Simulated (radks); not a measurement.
Isoelectronic series with 9 electrons, all held in the configuration [He] 2s2 2p5, which need not be the ground one along the series. All-electron calculation, Dirac Kohn-Sham, PBE, spin-unpolarised, spherical densities, finite nucleus; open shells are shared between the two j in proportion to 2j + 1; Fermi nuclear charge, rms radius of each element as measured or else 0.836 A^(1/3) + 0.57 fm. Program: a radial shooting solver on a logarithmic mesh with Libxc functionals. Total energies (hartree) and orbital eigenvalues (Ry):

F: E (hartree) -99.74436; 2p3/2 -0.81506; 2p1/2 -0.81974
Mg3+: E (hartree) -196.45162; 2p3/2 -7.06337; 2p1/2 -7.08714
P6+: E (hartree) -327.29344; 2p3/2 -17.93117; 2p1/2 -18.00575
Ar9+: E (hartree) -492.39080; 2p3/2 -33.33600; 2p1/2 -33.51700
Sc12+: E (hartree) -691.95429; 2p3/2 -53.26217; 2p1/2 -53.63607
Cr15+: E (hartree) -926.25337; 2p3/2 -77.70766; 2p1/2 -78.39916
Co18+: E (hartree) -1195.61182; 2p3/2 -106.6760; 2p1/2 -107.8557
Zn21+: E (hartree) -1500.40838; 2p3/2 -140.1742; 2p1/2 -142.0667
As24+: E (hartree) -1841.07852; 2p3/2 -178.2113; 2p1/2 -181.1041
Kr27+: E (hartree) -2218.11886; 2p3/2 -220.7989; 2p1/2 -225.0512
Mo33+: E (hartree) -3083.61693; 2p3/2 -319.6797; 2p1/2 -328.0690
Rh36+: E (hartree) -3573.40715; 2p3/2 -376.0048; 2p1/2 -387.3698
Cd39+: E (hartree) -4102.24123; 2p3/2 -436.9439; 2p1/2 -452.0428
Sb42+: E (hartree) -4670.99429; 2p3/2 -502.5171; 2p1/2 -522.2414
Xe45+: E (hartree) -5280.63029; 2p3/2 -572.7466; 2p1/2 -598.1372
La48+: E (hartree) -5932.2309; 2p3/2 -647.6562; 2p1/2 -679.9218
Nd51+: E (hartree) -6626.9903; 2p3/2 -727.2714; 2p1/2 -767.8095
Eu54+: E (hartree) -7366.1986; 2p3/2 -811.6199; 2p1/2 -862.0397
Dy57+: E (hartree) -8151.3739; 2p3/2 -900.7308; 2p1/2 -962.8804
Tm60+: E (hartree) -8984.1893; 2p3/2 -994.6350; 2p1/2 -1070.632
Hf63+: E (hartree) -9866.3817; 2p3/2 -1093.366; 2p1/2 -1185.633
Re66+: E (hartree) -10800.1178; 2p3/2 -1196.958; 2p1/2 -1308.263
